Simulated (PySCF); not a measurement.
C₄H₉FSi, SMILES FC1([SiH3])CCC1.

Geometry optimised at PBE0-D3(BJ)/def2-SVP. The structure was generated by enumeration, and PubChem lists no compound with its InChIKey, so it may never have been made.

Level of theory: SMD-B3LYP/6-31G* in PySCF.

Solvation free energies are E(SMD) − E(gas) at the gas-phase geometry, for 1 M in both phases. In vacuum the dipole moment is 1.57 D.

Computed solvation free energies in water, ethanol, methanol:
| solvent | ΔG(solv) (kcal/mol) | its non-electrostatic (CDS) part | dipole (D) |
|---|---|---|---|
| water | 1.4 | 3.8 | 2.05 |
| ethanol | -3.2 | -1.0 | 2.03 |
| methanol | -3.1 | -0.8 | 2.03 |
